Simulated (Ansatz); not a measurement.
`O[SiH2]C[SiH2]O` + `[AsH3]` → `O[SiH2]C[AsH2]` + `O[SiH3]`  (substitution at a C–Si bond)

Gas-phase electronic energies from Ansatz, PBE0-D4/def2-TZVP geometries. CCSD(T)/CBS adds triple-zeta CCSD(T) − MP2 to the extrapolated MP2 energy (def2 sets, frozen cores). DFT in def2-TZVPP. B3LYP here is the variant with VWN-RPA as its local correlation; programs differ in this. For As outer-core shells are correlated without core-valence functions, which leaves a few kJ/mol of doubt a bond. Scalar relativity is left out up to krypton. Each species was taken in one conformer, which may not be the lowest.

Problem. Is it downhill or uphill in electronic energy at CCSD(T)/CBS, and by how much? (An estimate is asked.)

Solution. Computed: Uphill: ΔE = +50.1 kJ/mol.

Problem. What do these levels give: PBE-D4, PBE0-D4, B3LYP-D4, r2SCAN, PBE0, B3LYP, HF/def2-TZVPP, CCSD(T)/def2-TZVPP, HF/def2-QZVPP, SCS-MP2/def2-QZVPP, MP2/CBS(def2), CCSD/CBS(def2)? (Best estimate.)

Solution. Ansatz gave: PBE-D4 53.0, PBE0-D4 54.8, B3LYP-D4 53.4, r2SCAN 56.3, PBE0 52.6, B3LYP 49.6, HF/def2-TZVPP 46.7, CCSD(T)/def2-TZVPP 49.0, HF/def2-QZVPP 46.4, SCS-MP2/def2-QZVPP 44.4, MP2/CBS(def2) 47.4, CCSD/CBS(def2) 50.2 kJ/mol.

Largest T1 diagnostic among the species: 0.011.

The D4 term adds +3.7 kJ/mol with B3LYP and +2.2 kJ/mol with PBE0; it sums over pairs of atoms, weighted by their polarisabilities, and B3LYP, whose exchange is more repulsive, gets the larger term.
